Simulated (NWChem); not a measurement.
# BaF₂; SMILES [F][Ba][F]

Program: NWChem. All runs use the structure optimised with PBE-D3(BJ)/def2-SVP. def2 effective core potentials on Ba; no spin-orbit coupling. B3LYP is NWChem's, with the RPA form of VWN correlation. Vertical excitations in the gas phase; the lowest state need not have the same character in each row.

| level | lowest excitation, singlet (eV) | oscillator strength of that lowest state | lowest triplet (eV) | orbital gap (eV) |
|---|---|---|---|---|
| PBE/def2-SVP, full TDDFT | … | 0.001 | … | … |
| B3LYP/def2-SVP, full TDDFT | 4.84 | 0.001 | 4.83 | 5.70 |
| Hartree-Fock/def2-SVP, TDHF | 8.24 | 0.002 | 8.17 | 12.30 |
| PBE0/def2-SVP, full TDDFT | 5.21 | 0.001 | 5.18 | 6.25 |

Question: What belongs in the gaps?

Answer: 
- PBE/def2-SVP, full TDDFT, lowest excitation, singlet (eV): 3.99
- PBE/def2-SVP, full TDDFT, lowest triplet (eV): 3.97
- PBE/def2-SVP, full TDDFT, orbital gap (eV): 3.99
